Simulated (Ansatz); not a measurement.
A set of 12 reactions (hydrogenolysis), with CCSD(T)/CBS values in kJ/mol:

```csv
reaction,ΔE
`C=CC(C)CC` + H₂ → `CCCC` + `C=C`,-42.2
`NCB(N)O` + H₂ → `CB(N)O` + NH₃,-100.3
`COB(Cl)Cl` + H₂ → `ClBCl` + CH₃OH,114.8
`FC(Cl)Br` + H₂ → `ClCBr` + H–F,-107.7
`C=[CH][AlH][CH2][SiH3]` + H₂ → `[AlH2][CH2][SiH3]` + `C=C`,-7.1
`C=C=C(C)F` + H₂ → `C=C=CC` + H–F,-106.7
`BB(N)O` + H₂ → `NBO` + BH₃,-49.1
`[OH][In]([SH])[SH]` + H₂ → `[OH][InH][SH]` + H₂S,68.8
`[OH][GeH2][GeH2][F]` + H₂ → `[F][GeH2][GeH3]` + H₂O,-9.9
`[NH2][Mg][N]([SiH3])[SiH3]` + H₂ → `[NH2][MgH]` + `[SiH3]N[SiH3]`,85.0
`C[O][Sn]([CH3])([F])[S]C` + H₂ → `C[S][SnH]([CH3])[F]` + CH₃OH,17.3
`CN(C)[Si]Br` + H₂ → `CN(C)[SiH]` + HBr,122.5
```

Isolated molecules relaxed with PBE0-D4/def2-TZVP in Ansatz; ΔE leaves out vibrations. CCSD(T)/CBS is the MP2 limit (def2-TZVPP, def2-QZVPP) plus CCSD(T) − MP2 in def2-TZVPP, frozen cores. This one scheme is used for every species. Functionals use def2-TZVPP. B3LYP here is the variant with VWN-RPA as its local correlation; programs differ in this. def2 core potentials past Kr. For Br, Ge, In, Mg, Sn outer-core shells are correlated without core-valence functions, which leaves a few kJ/mol of doubt a bond. Scalar relativity is left out up to krypton. Each species was taken in one conformer, which may not be the lowest.

**Question.** Give the mean, mean absolute and largest difference (level minus CCSD(T)/CBS, kJ/mol) for: PBE-D4, PBE0-D4, B3LYP-D4, ωB97X-V, B2PLYP, PBE, r2SCAN, HF/def2-TZVPP, MP2/def2-TZVPP, SCS-MP2/def2-TZVPP, MP2/def2-QZVPP, SCS-MP2/def2-QZVPP, HF/CBS(def2), MP2/CBS(def2). (Estimate.)

**Answer.** Ansatz gave: 
| level | mean | mean absolute | largest |
| --- | --- | --- | --- |
| PBE-D4 | 4.5 | 7.9 | 21.4 |
| PBE0-D4 | -1.0 | 5.5 | -16.1 |
| B3LYP-D4 | 1.1 | 5.8 | -15.0 |
| ωB97X-V | -0.8 | 7.3 | -18.7 |
| B2PLYP | -3.2 | 6.6 | -14.5 |
| PBE | -0.7 | 9.2 | -20.1 |
| r2SCAN | 3.7 | 6.6 | 21.8 |
| HF/def2-TZVPP | -19.9 | 19.9 | -36.2 |
| MP2/def2-TZVPP | 3.1 | 4.4 | 8.3 |
| SCS-MP2/def2-TZVPP | -1.0 | 2.8 | 8.5 |
| MP2/def2-QZVPP | 4.1 | 5.9 | 10.3 |
| SCS-MP2/def2-QZVPP | -0.1 | 1.8 | 7.1 |
| HF/CBS(def2) | -19.9 | 19.9 | -34.0 |
| MP2/CBS(def2) | 4.9 | 7.0 | 14.3 |

The largest T1 diagnostic in the set is 0.016, for `[OH][InH][SH]` (customary mark 0.02).

CCSD(T)/CBS is a level of theory with its own doubt, and the functionals carry their triple-zeta basis error, so these figures describe this set and don't rank the functionals.
